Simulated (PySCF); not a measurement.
CBrF3, SMILES FC(F)(F)Br. Geometry: B3LYP-D3(BJ)/def2-SVP.

### Question
Give the equilibrium geometry at B3LYP-D3(BJ)/def2-SVP (PySCF confirms it by a frequency run) as bond lengths and angles, and its point group. (Estimate from the structure and the level; the computed values follow.)

### Answer
point group C3v.
Atoms: F1 C2 F3 F4 Br5. Bond lengths (Å): F1–C2 1.325, C2–F3 1.325, C2–F4 1.325, C2–Br5 1.949. Angles (°): F1–C2–F3 108.9, F1–C2–F4 108.9, F1–C2–Br5 110.0, F3–C2–F4 108.9, F3–C2–Br5 110.0, F4–C2–Br5 110.0.
